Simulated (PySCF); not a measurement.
Caution: the highest occupied level lies above zero, so the state may not be bound.

Delta-SCF ions had no search for a lower state. 

**CH$_{5}$Si, SMILES `C[SiH2-]` (charge -1, multiplicity 1)**

Computed with TPSSh-D3(BJ)/def2-TZVPD // B3LYP-D3(BJ)/def2-TZVPD (PySCF 2.14.0).

| Property | Value |
|---|---|
| HOMO | 0.85 eV |
| vertical detachment energy (Delta-SCF) | 1.49 eV |
| total energy | -330.6445 Ha |
| cost | around 100 core-seconds (rough) |

```xyz
7

C     -0.7832     0.0354    -0.0139
Si     1.0626     0.3265     0.6335
H     -0.8547    -0.5308    -0.9497
H     -1.3639    -0.5003     0.7462
H     -1.2798     1.0005    -0.1683
H      1.5555    -1.1286     0.4628
H      1.6634     0.7973    -0.7107
```
Charge -1, spin multiplicity 1.
